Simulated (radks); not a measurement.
Question: In9+, 40 electrons, occupied as [Kr] 4d2 5s2 (not the ground configuration). All-electron calculation, Dirac Kohn-Sham, BLYP, spin-unpolarised, spherical densities, finite nucleus; open shells fill j = l - 1/2 first; Fermi nuclear charge, rms radius 4.6156 fm. Program: a radial shooting solver on a logarithmic mesh with Libxc functionals. Some entries of the table are withheld. Estimate them.

orbital,occ.,eigenvalue (Ry),<1/r> (bohr^-1)
1s1/2,2,-2052.850,(1)
2s1/2,2,-319.4097,12.00
2p1/2,2,-298.8616,(2)
2p3/2,4,-283.3564,(3)
3s1/2,2,-71.68176,4.238
3p1/2,2,-63.40282,4.148
3p3/2,4,-60.58281,3.955
3d3/2,4,-45.97609,3.802
3d5/2,6,-45.39527,3.752
4s1/2,2,-21.35214,(4)
4p1/2,2,-18.48273,1.652
4p3/2,4,-17.89365,1.596
4d3/2,2,-13.19903,1.412
4d5/2,0,-13.09764,1.399
5s1/2,2,(5),0.8367
5p1/2,0,-8.10210,0.7843
4f5/2,0,-8.04423,1.067
4f7/2,0,-8.03399,1.065
5p3/2,0,-7.93806,0.7654
6s1/2,0,-5.09508,0.4913

Answer: 
(1) 1s1/2 <1/r> (bohr^-1): 51.86
(2) 2p1/2 <1/r> (bohr^-1): 11.98
(3) 2p3/2 <1/r> (bohr^-1): 11.19
(4) 4s1/2 <1/r> (bohr^-1): 1.744
(5) 5s1/2 eigenvalue (Ry): -9.11662
